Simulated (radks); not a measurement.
Q: Charge is removed step by step from the 5s1/2 level of Hf3+, starting from [Xe] 4f14 5d1. Code: a radial shooting solver on a logarithmic mesh with Libxc functionals. Model: Dirac Kohn-Sham, BLYP, spin-unpolarised, spherical densities, finite nucleus; open shells fill j = l - 1/2 first; Fermi nuclear charge, rms radius 5.347 fm. At the starting occupation the eigenvalue is -93.799 eV. Estimate the energy to remove one whole electron from this level, the eigenvalue at the end, and how far E(n) bends from a straight line.

A: Delta-SCF 102.25 eV; final eigenvalue -110.86 eV; the deviation from the straight line is -2.133 eV at 0.5 electron removed, the largest on the grid computed. Slater's transition state (half an electron removed) gives 102.22 eV. Integrating minus the eigenvalue over the occupation (Janak's theorem) gives 102.25 eV. The mean slope of the eigenvalue, de/dn, is 17.1 eV per electron.
